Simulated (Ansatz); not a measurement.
Input for Ansatz (a first-principles code): R-B3LYP/def2-TZVPP on ClH3Ti (SMILES [Cl][TiH3]), atoms moved off the minimum.

Ansatz 0.2 input:
```yaml
crystal:
  periodic: [false, false, false]
  atoms:
    - {symbol: Ti, position_ang: [0.75583766, -0.24155062, 0.55905564]}
    - {symbol: Cl, position_ang: [-1.10054822, 0.38041596, -0.78419537]}
    - {symbol: H, position_ang: [2.10330197, 0.29354955, -0.22170356]}
    - {symbol: H, position_ang: [0.46891470, 0.64488686, 2.04293136]}
    - {symbol: H, position_ang: [0.45510581, -1.98309426, 0.79090292]}
basis:
  gaussian:
    orbitals: def2-TZVPP
hamiltonian:
  xc: {name: B3LYP}
scf: {lower_state_search: off}
output: {forces: true}
```

The log:

```
WARN ansatz: RAYON_NUM_THREADS=4 ignored (pool sized by the plan → 4); use --threads N
Functional definition: B3LYP
these checks for a lower state are left out or cut short: stability, starts, cluster_reference, orbital_swaps, neighbouring_geometries, increment
integrals: 0.06 GiB planned
988 factors; their error is unknown
mean field: 0.60 GiB planned
mean field evaluation 1: about -35686.4434 eV, gradient 1.7e1 eV
mean field evaluation 2: about -35681.0964 eV, gradient 5.9e1 eV
mean field evaluation 4: about -35687.3052 eV, gradient 4.2e0 eV
mean field evaluation 8: about -35687.4613 eV, gradient 3.2e-1 eV
mean field evaluation 16: about -35687.4614 eV, gradient 7.2e-3 eV
mean field -35687.46142591 eV, -1311.4900175719 hartree, gradient 6.6e-6 eV, S^2 0.000000; 0 other end points of the search recorded, 0 dependent functions left out
the calculation of the forces begins
reference -35687.46168402 eV, -1311.4900270575 hartree; 21, 21 occupied and 127, 127 virtual orbitals, 988 factors
Total energy: -35687.46168402 eV, -1311.4900270575 hartree
Atom 0 at     0.755838    -0.241551     0.559056 Å, force    -3.056342     0.160161    -0.454428 eV/Å
Atom 1 at    -1.100548     0.380416    -0.784195 Å, force     1.747012    -0.536629     1.185832 eV/Å
Atom 2 at     2.103302     0.293550    -0.221704 Å, force     0.520919    -0.054835    -0.123376 eV/Å
Atom 3 at     0.468915     0.644887     2.042931 Å, force     0.302275    -0.430650    -0.535006 eV/Å
Atom 4 at     0.455106    -1.983094     0.790903 Å, force     0.486136     0.861953    -0.073022 eV/Å
Dipole moment:     0.393082    -0.102165     0.183404 e Å
Checks for a lower state left out: stability, starts, cluster_reference, orbital_swaps, neighbouring_geometries, increment
```

Self-consistency was reached.

Cost: roughly 4 core-seconds.
